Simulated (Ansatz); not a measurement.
Consider the ligand exchange at the Si–N bond: `C/C=N\[SiH2]Cl` + `NCF` → `FCN[SiH2]Cl` + `CC=N`.

Program: Ansatz. Geometries: PBE0-D4/def2-TZVP. ΔE: electronic, gas phase. CBS: MP2 limit from def2 TZ/QZ plus the TZ coupled-cluster correction, frozen cores. DFT in def2-TZVPP. B3LYP here is the variant with VWN-RPA as its local correlation; programs differ in this. Each species was taken in one conformer, which may not be the lowest.

```json
{"level": "r2SCAN-D4", "ΔE (kJ/mol)": "0.3", "difference from CCSD(T)/CBS": "6.8"}
{"level": "B3LYP-D4", "ΔE (kJ/mol)": "1.0", "difference from CCSD(T)/CBS": "7.5"}
{"level": "ωB97X-V", "ΔE (kJ/mol)": "-5.3", "difference from CCSD(T)/CBS": "1.2"}
{"level": "PBE", "ΔE (kJ/mol)": "0.6", "difference from CCSD(T)/CBS": "7.1"}
{"level": "r2SCAN", "ΔE (kJ/mol)": "-0.2", "difference from CCSD(T)/CBS": "6.3"}
{"level": "HF/def2-TZVPP", "ΔE (kJ/mol)": "-7.2", "difference from CCSD(T)/CBS": "-0.7"}
{"level": "CCSD/def2-TZVPP", "ΔE (kJ/mol)": "-9.5", "difference from CCSD(T)/CBS": "-3.0"}
{"level": "HF/CBS(def2)", "ΔE (kJ/mol)": "-7.7", "difference from CCSD(T)/CBS": "-1.2"}
{"level": "MP2/CBS(def2)", "ΔE (kJ/mol)": "-3.8", "difference from CCSD(T)/CBS": "2.7"}
{"level": "CCSD/CBS(def2)", "ΔE (kJ/mol)": "-7.7", "difference from CCSD(T)/CBS": "-1.2"}
{"level": "CCSD(T)/CBS", "ΔE (kJ/mol)": "-6.5", "difference from CCSD(T)/CBS": "0"}
```

Largest T1 diagnostic among the species: 0.012.

From PBE to PBE0 (25 % exact exchange), in def2-TZVPP and without D4, ΔE moves by −3.0 kJ/mol.
